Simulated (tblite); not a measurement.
Species: C6H5FSi.
SMILES: `C#CC1=CC=C[Si@H]1F`

Computed values, GFN2-xTB/tblite, gas phase, harmonic and unscaled. Against measured fundamentals such values can be off by several per cent, at times by over 20. Modes of hydrogen on silicon can be 10 to 20 % off.

Harmonic wavenumbers (cm⁻¹): 94.3, 110.6, 140.2, 181.9, 303.3, 390.1, 406.0, 417.8, 457.0, 553.7, 573.6, 625.7, 643.1, 658.4, 669.7, 734.7, 786.4, 846.7, 860.3, 913.5, 1032.1, 1098.0, 1192.4, 1232.2, 1313.0, 1523.9, 1601.1, 2222.9, 2367.8, 3067.1, 3079.3, 3111.5, 3394.2.

A = 2511, B = 1558, C = 1031 MHz; mass 124.014 u (most abundant isotopes); point group C1, symmetry number 1.

Task: Zero-point energy?

Result: Half the sum of the wavenumbers: 18301 cm⁻¹ = 52.33 kcal/mol.

Task: What is S at 400 K and 1 bar for an ideal gas of classical rigid rotors and harmonic oscillators?

Result: Translation 41.85, rotation 29.64, vibration 29.19: S = 100.7 cal/(mol K).

Task: And Cp and H(400 K) − H(0)?

Result: Cp = 40.39 cal/(mol K), of which vibrations give 32.44 (their classical limit is 33 R = 65.6); H(400 K) − H(0) = 9.70 kcal/mol without the zero-point energy, 6.52 from vibrations.

Task: What must be added to the electronic energy to get the Gibbs energy at 400 K and 1 bar?

Result: ZPE + [H(400 K) − H(0)] − T·S = 52.33 + 9.70 − 40.27 = 21.76 kcal/mol.

Task: How do the functions run with temperature in this model?

Result: 
| T (K) | S (cal/(mol K)) | Cp (cal/(mol K)) | H − H(0) (kcal/mol) | G − H(0) (kcal/mol) | ln q(vib) |
| --- | --- | --- | --- | --- | --- |
| 150 | 72.0 | 19.7 | 1.97 | -8.84 | 1.59 |
| 250 | 84.4 | 29.2 | 4.42 | -16.67 | 3.45 |
| 298.15 | 89.9 | 33.3 | 5.93 | -20.86 | 4.41 |
| 600 | 119.0 | 49.7 | 18.79 | -52.60 | 10.52 |
| 900 | 140.8 | 57.7 | 35.01 | -91.70 | 16.06 |

q(vib) and H(0) count from the zero-point level.

Task: Blend soft modes into free rotors: weight 1/[1 + (100 cm⁻¹/ν̃)⁴] for the oscillator and the rest for a rotor with moment μB/(μ + B), μ = h/(8π²ν), B = 10⁻⁴⁴ kg m². What vibrational entropy results?

Result: 28.22 cal/(mol K) in place of 29.19, which changes −T·S at 400 K by +0.39 kcal/mol.

Task: Which modes carry the vibrational entropy at 400 K?

Result: 94.3 cm⁻¹: 4.15; 110.6 cm⁻¹: 3.83; 140.2 cm⁻¹: 3.37; 181.9 cm⁻¹: 2.87; 303.3 cm⁻¹: 1.91; 390.1 cm⁻¹: 1.47 cal/(mol K); the other 27 give 11.60 together.

Hindered rotation and anharmonicity are outside this model. The structure is chiral; the term R ln 2 for an equal mix with its mirror image is left out.
